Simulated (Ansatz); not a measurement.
Reaction (cleavage of the Si–Al bond): `[CH3][Al]([OH])[SiH3]` + `OB(O)Br` → `OB(Br)O[SiH3]` + `[CH3][AlH][OH]`

Calculated with Ansatz (gas phase, PBE0-D4/def2-TZVP geometries, no zero-point term in ΔE). CCSD(T)/CBS is the MP2 limit (def2-TZVPP, def2-QZVPP) plus CCSD(T) − MP2 in def2-TZVPP, frozen cores. Functionals use def2-TZVPP. B3LYP here is the variant with VWN-RPA as its local correlation; programs differ in this. For Br outer-core shells are correlated without core-valence functions, which leaves a few kJ/mol of doubt a bond. Scalar relativity is left out up to krypton. Each species was taken in one conformer, which may not be the lowest.

`[CH3][Al]([OH])[SiH3]`:

```xyz
11

C     0.457   -1.267    1.517
Al   -0.230    0.230    0.487
O    -1.101    1.419    1.337
Si    0.080    0.501   -1.940
H     0.211   -1.173    2.577
H     1.546   -1.344    1.425
H     0.047   -2.216    1.155
H    -1.476    2.190    0.914
H     1.526    0.519   -2.311
H    -0.539   -0.625   -2.700
H    -0.522    1.763   -2.461
```

`OB(O)Br`:

Z-matrix (Å, degrees):
```
B
O 1 1.347
Br 1 1.936 2 117.8
O 1 1.354 2 121.5 3 -180.0
H 2 0.962 1 112.1 3 180.0
H 4 0.960 1 113.7 2 -180.0
```

`OB(Br)O[SiH3]`:

```xyz
9

O    -1.050    1.648   -1.435
B    -0.216    0.934   -0.655
Br    1.590    1.611   -0.302
O    -0.614   -0.228   -0.122
Si    0.099   -1.357    0.860
H    -0.664    2.463   -1.764
H     0.469   -0.738    2.155
H    -0.915   -2.415    1.066
H     1.301   -1.917    0.197
```

`[CH3][AlH][OH]`:

```xyz
8

C    -0.988   -0.678    0.413
Al    0.522    0.151   -0.481
O     1.256    1.482    0.282
H    -1.896   -0.594   -0.192
H    -1.187   -0.221    1.385
H    -0.817   -1.749    0.568
H     1.109   -0.334   -1.876
H     2.001    1.944   -0.098
```

CCSD(T)/CBS gives -84.4 kJ/mol.

(1) Another level gave -92.4 kJ/mol. Which?
A. ωB97M-V/def2-TZVPP
B. B3LYP/def2-TZVPP
C. BHLYP/def2-TZVPP
D. HF/def2-TZVPP

(2) What do rigid-rotor, harmonic-oscillator terms from PBE0-D4/def2-TZVP frequencies (298.15 K, 1 bar) make of the CCSD(T)/CBS value? (Best estimate.)

Largest T1 diagnostic among the species: 0.013.

## Answers

(1) C. BHLYP -92.4, B3LYP -81.1, HF/def2-TZVPP -105.3, ωB97M-V -87.7 kJ/mol.

(2) The calculation gave: ΔZPE = -6.2 kJ/mol, ΔH = -91.7 kJ/mol, ΔS = -14 J/(mol·K), ΔG = -87.5 kJ/mol. Modes under 50 cm⁻¹ make the entropy rough.

In def2-TZVPP, CCSD(T) changes the Hartree–Fock value by +23.3 kJ/mol (the triples alone add +2.7 kJ/mol) and MP2 by +13.3 kJ/mol. Leaving LDA and LC-ωPBE aside and taking each functional with its dispersion term where it has one, the values, not all of them listed here, spread over 37.3 kJ/mol, from BHLYP-D4 to PBE-D4. LDA lies −4.4 kJ/mol from PBE without D4. At CCSD(T), def2-SVP lies +13.6 kJ/mol from the extrapolated value and def2-TZVPP +2.5 kJ/mol.
